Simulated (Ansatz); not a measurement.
H2OZn (SMILES [OH][ZnH]) moved off its minimum; all values from Ansatz (a program for electronic structure), cores frozen in correlated methods.
(charge 0, multiplicity 1)
```xyz
4

Zn    -0.3596    -0.0947    -0.0236
H     -1.8231    -0.7465    -0.1814
O      1.3204     0.2954     0.1370
H      1.4910     1.3489     0.3448
```

Forces at MP2/def2-TZVPPD (eV/Å):

```tsv
atom	Fx	Fy	Fz
Zn1	-2.409	-1.170	-0.255
H2	1.318	0.731	0.140
O3	1.681	4.667	0.947
H4	-0.591	-4.229	-0.833
```

Give the forces (eV/Å), the total energy and the dipole at CCSD(T)/def2-TZVPPD.


```csv
atom,Fx,Fy,Fz
Zn1,-2.409,-1.103,-0.252
H2,1.048,0.606,0.112
O3,1.947,4.695,0.967
H4,-0.586,-4.199,-0.826
```
Energy -1854.6002 hartree, dipole 1.68 D.
